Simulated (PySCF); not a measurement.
Compound: Sn(vinyl)2I2, C4H6I2Sn.
Bonds: Sn1–C2, Sn1–C7, Sn1–I12, Sn1–I13, C2–C3, C7–C8. Hydrogens: H4 on C2; H5, H6 on C3; H9 on C7; H10, H11 on C8.

Method: PBE0-D3(BJ)/def2-SVP geometry optimisation, gas phase, def2 core potentials past Kr in PySCF; density fitting, grid level 1; the optimiser is geomeTRIC in internal coordinates, started from a GFN2-xTB structure with every atom displaced at random (about 0.03 Å).

The end geometry, which sets the zero of energy:
```
atom  x, y, z in Å
Sn1    -0.4891   -0.4437   -0.4767
C2     -0.8984   -0.5836    1.6082
C3     -1.5303    0.3756    2.2855
H4     -0.5688   -1.4993    2.1135
H5     -1.8839    1.2962    1.8071
H6     -1.7268    0.2780    3.3598
C7      1.5483   -0.3815   -1.0910
C8      2.0800    0.6750   -1.7066
H9      2.1558   -1.2698   -0.8807
H10     1.4952    1.5720   -1.9413
H11     3.1341    0.6876   -2.0094
I12    -1.6431    1.8229   -1.3853
I13    -1.6424   -2.5816   -1.6610
```

**Question.** These geometries come from the run, each turned onto the end geometry. Order them by energy, lowest first.
A.
```
atom  x, y, z in Å
Sn1    -0.4010   -0.4787   -0.4343
C2     -0.9037   -0.5339    1.7057
C3     -1.7131    0.3355    2.3105
H4     -0.3175   -1.3493    2.2012
H5     -2.1333    1.1545    1.8087
H6     -1.8604    0.2718    3.3890
C7      1.6422   -0.3944   -1.1961
C8      2.2035    0.6733   -1.7883
H9      2.1358   -1.3012   -1.0058
H10     1.6213    1.5825   -1.8867
H11     3.1464    0.6280   -2.1133
I12    -1.6289    1.8610   -1.3324
I13    -1.7608   -2.5012   -1.6360
```
B.
```
atom  x, y, z in Å
Sn1    -0.4452   -0.4087   -0.4392
C2     -0.8574   -0.4952    1.6487
C3     -1.6643    0.3213    2.3239
H4     -0.3360   -1.2987    2.1722
H5     -2.2297    1.1315    1.8374
H6     -1.8207    0.1920    3.4029
C7      1.5644   -0.3654   -1.1532
C8      2.1697    0.6494   -1.7666
H9      2.1208   -1.2998   -0.9820
H10     1.6359    1.5829   -1.9795
H11     3.2241    0.5779   -2.0977
I12    -1.6132    1.8464   -1.3325
I13    -1.7179   -2.4854   -1.6121
```
C.
```
atom  x, y, z in Å
Sn1    -0.3957   -0.4793   -0.4176
C2     -0.8527   -0.5643    1.6829
C3     -1.6497    0.3412    2.2407
H4     -0.3248   -1.3678    2.2155
H5     -2.0688    1.1687    1.6691
H6     -1.8447    0.3161    3.3189
C7      1.6139   -0.4365   -1.1553
C8      2.0872    0.6754   -1.7159
H9      2.1740   -1.3606   -1.0074
H10     1.4917    1.5876   -1.8119
H11     3.1033    0.6837   -2.0896
I12    -1.5465    1.8567   -1.2728
I13    -1.7565   -2.4730   -1.6346
```
D.
```
atom  x, y, z in Å
Sn1    -0.4540   -0.4053   -0.4498
C2     -0.8345   -0.5281    1.6428
C3     -1.6294    0.3293    2.2841
H4     -0.3510   -1.3496    2.1852
H5     -2.1247    1.1633    1.7731
H6     -1.8151    0.2370    3.3607
C7      1.5641   -0.4060   -1.1256
C8      2.1116    0.6501   -1.7281
H9      2.1405   -1.3265   -0.9713
H10     1.5579    1.5785   -1.9101
H11     3.1529    0.6296   -2.0753
I12    -1.5897    1.8764   -1.3401
I13    -1.6980   -2.5009   -1.6233
```

**Answer.** D (0.003 eV), B (0.043 eV), C (0.084 eV), A (0.510 eV).

In the order of the answer:

```json
{"step": "4", "E above end (eV)": "0.003", "largest force (eV/Å)": "0.09", "rms force component (eV/Å)": "0.022", "rms distance from end (Å)": "0.134", "rms bond change (Å)": "0.001", "bond most changed (Å)": "Sn1–I13 +0.002"}
{"step": "2", "E above end (eV)": "0.043", "largest force (eV/Å)": "0.64", "rms force component (eV/Å)": "0.165", "rms distance from end (Å)": "0.176", "rms bond change (Å)": "0.005", "bond most changed (Å)": "C8–H11 +0.011"}
{"step": "1", "E above end (eV)": "0.084", "largest force (eV/Å)": "0.89", "rms force component (eV/Å)": "0.277", "rms distance from end (Å)": "0.157", "rms bond change (Å)": "0.015", "bond most changed (Å)": "Sn1–I12 +0.040"}
{"step": "0", "E above end (eV)": "0.510", "largest force (eV/Å)": "5.17", "rms force component (eV/Å)": "1.321", "rms distance from end (Å)": "0.169", "rms bond change (Å)": "0.051", "bond most changed (Å)": "C8–H11 -0.098"}
```

What follows is the cost of the whole optimisation. Hardware: an Arm Neoverse V1 with one thread, on a shared host. Cost: 4.5 min wall, 0.71 GiB resident at most.
